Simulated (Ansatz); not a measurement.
Z-matrix (Å, degrees):
```
Ti
O 1 1.809
O 1 1.807 2 109.6
C 1 3.055 2 102.2 3 -130.4
C 1 2.992 2 17.4 3 141.5
O 1 1.747 2 107.1 3 120.9
O 1 1.799 2 109.9 3 -118.5
C 1 3.054 2 102.9 3 13.0
C 4 1.516 1 106.1 2 -124.7
H 4 1.096 1 127.8 2 107.7
H 4 1.096 1 98.7 2 -13.9
C 5 1.516 1 104.3 2 109.8
H 5 1.096 1 132.7 2 -20.9
H 5 1.097 1 94.5 2 -141.3
C 6 1.393 1 166.6 2 163.5
C 8 1.516 1 96.0 2 90.2
H 8 1.096 1 126.9 2 -153.1
H 8 1.097 1 109.5 2 -20.1
F 9 1.338 4 110.0 1 162.9
F 9 1.339 4 111.9 1 43.3
F 9 1.336 4 112.1 1 -77.1
F 12 1.337 5 110.4 1 155.4
F 12 1.336 5 112.2 1 -84.2
F 12 1.341 5 111.3 1 35.7
H 15 1.093 6 110.1 1 -41.0
H 15 1.094 6 109.6 1 -160.8
H 15 1.093 6 109.8 1 79.5
F 16 1.337 8 110.3 1 -168.9
F 16 1.337 8 112.2 1 71.0
F 16 1.341 8 111.6 1 -49.2
```

Charge 0, multiplicity 1.

Q: List the PBE0/def2-TZVPP orbital energies in eV (Ansatz 0.2.0). (Best estimate.)

A: Computed: Occupied: -4875.55, -675.19, -675.17, -675.17, -675.16, -675.13, -675.10, -675.02, -674.99, -674.96, -546.07, -523.29, -523.14, -523.09, -523.08, -455.72, -455.71, -455.70, -285.02, -285.00, -284.87, -280.46, -280.46, -280.36, -279.71, -67.26, -42.92, -42.79, -42.74, -37.04, -37.02, -36.87, -34.59, -34.57, -34.53, -34.51, -34.41, -34.36, -28.68, -28.50, -28.45, -28.19, -21.59, -21.56, -21.46, -19.19, -18.95, -18.94, -18.80, -17.07, -17.05, -17.04, -17.02, -16.91, -16.87, -15.99, -15.92, -15.82, -14.03, -13.94, -13.91, -13.85, -13.80, -13.75, -13.57, -13.52, -13.45, -13.40, -13.37, -13.29, -13.21, -12.98, -12.91, -12.46, -12.43, -12.29, -12.28, -12.25, -12.12, -11.96, -11.94, -11.94, -11.88, -11.78, -11.73, -9.73, -9.69, -9.39, -9.20, -9.07, -8.63, -8.55, -8.42. Lowest empty: -1.54, -1.30, -0.70, -0.51, -0.42, 0.31, 1.42, 1.63.
